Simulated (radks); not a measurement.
Values are calculated unless marked as measured or tabulated.
Tl, configuration [Xe] 4f14 5d9.75 6s2 6p1.25 (fractional occupations, a model configuration). Code: a radial shooting solver on a logarithmic mesh with Libxc functionals. Model: Dirac Kohn-Sham, LDA (Slater exchange, Perdew-Wang correlation), spin-unpolarised, spherical densities, finite nucleus; open shells fill j = l - 1/2 first; Fermi nuclear charge, rms radius 5.4759 fm.

Unscreened Slater integrals over Kohn-Sham orbitals (cm^-1). Large and small components are both included. Empty in this configuration: 6p3/2.

\begin{tabular}{lr}
integral & value \\ \hline
F0(6p1/2,6p1/2) & 60003 \\
F0(6p1/2,6s1/2) & 67977 \\
G1(6p1/2,6s1/2) & 42223 \\
F0(6p1/2,5d5/2) & 75904 \\
G3(6p1/2,5d5/2) & 9111.3 \\
F0(6p1/2,5d3/2) & 76257 \\
G1(6p1/2,5d3/2) & 10676 \\
F0(6p1/2,6p3/2) & 54998 \\
G2(6p1/2,6p3/2) & 27454 \\
F0(6s1/2,6s1/2) & 80586 \\
F0(6s1/2,5d5/2) & 96279 \\
G2(6s1/2,5d5/2) & 21934 \\
F0(6s1/2,5d3/2) & 97016 \\
G2(6s1/2,5d3/2) & 19902 \\
F0(6s1/2,6p3/2) & 60773 \\
G1(6s1/2,6p3/2) & 31647 \\
F0(5d5/2,5d5/2) & 141270 \\
F2(5d5/2,5d5/2) & 72690 \\
F4(5d5/2,5d5/2) & 48076 \\
F0(5d5/2,5d3/2) & 144080 \\
F2(5d5/2,5d3/2) & 74163 \\
G2(5d5/2,5d3/2) & 74038 \\
G4(5d5/2,5d3/2) & 49027 \\
F0(5d5/2,6p3/2) & 65874 \\
F2(5d5/2,6p3/2) & 17004 \\
G1(5d5/2,6p3/2) & 6876.9 \\
G3(5d5/2,6p3/2) & 5428.4 \\
F0(5d3/2,5d3/2) & 147080 \\
F2(5d3/2,5d3/2) & 75894 \\
F0(5d3/2,6p3/2) & 66102 \\
F2(5d3/2,6p3/2) & 16237 \\
G1(5d3/2,6p3/2) & 5864.7 \\
G3(5d3/2,6p3/2) & 4795.3 \\
F0(6p3/2,6p3/2) & 51145 \\
F2(6p3/2,6p3/2) & 26343 \\
\end{tabular}
